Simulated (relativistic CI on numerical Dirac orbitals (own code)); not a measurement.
# Hyperfine structure of Os⁴⁰⁺, mass number 187

Computed by Dirac-Coulomb-Breit CI, separate exchange-only KLI orbitals for each configuration, model QED, unscaled Slater integrals (own radial code, finite nucleus).

Configurations in the expansion (outside the closed core [Ar] 3d10): 4s2.4p6, 4s2.4p5.4d, 4s.4p6.4d, 4s2.4p5.4f, 4s.4p6.4f, 4p6.4d.4f, 4s2.4p5.5s, 4p6.4d2, 4p5.4d3, 4p5.4d2.4f, 4p5.4d2.5s, 4p6.4f2, 4p5.4d.4f2, 4p5.4f3, 4p5.4f2.5s. Double excitations out of closed p, d and f shells are left out; levels of such configurations are missing from the list, as are those of other unlisted configurations, and high levels can miss mixing partners.

Nuclear spin I = 1/2, μ = 0.06442 μN (tables of Stone and Pyykkö). The electronic factors are computed for point nuclear moments, without core polarisation or the Bohr-Weisskopf and QED corrections.

| Level | E (cm⁻¹) | A (MHz) |
| --- | --- | --- |
| 4s2.4p5.4d 3P°_1 | 1294747 | 5105 |
| 4s2.4p5.4d 3F°_3 | 1319017 | 6072 |
| 4s2.4p5.4d 3D°_2 | 1331367 | 6046 |
| 4s2.4p5.4d 3F°_4 | 1467768 | 4048 |
| 4s2.4p5.4d 3D°_3 | 1536394 | 3504 |
| 4s2.4p5.4d 3F°_2 | 2158743 | 21640 |
| 4s2.4p5.4d 1P°_1 | 2347734 | -13260 |
| 4s2.4p5.4f 3D_1 | 2959210 | -22650 |

Levels with J = 0, under 50 % of one LS term, or S terms without an open s electron are left out. Small factors come from cancelling terms and can be off by tens of per cent or more.

At this charge energies of transitions that change n are usually good to better than 1 %, and those within a shell (Δn = 0) to a few per cent.

Give the hyperfine levels of 4s2.4p5.4d 3F°_2 relative to its centre of gravity.

With K = F(F + 1) − I(I + 1) − J(J + 1), E = AK/2: F = 3/2: -32450, F = 5/2: 21640 MHz.

LS names give the leading component of a level, which can be under half, so a name can repeat, a term be missing and a line seem to break the LS rules.
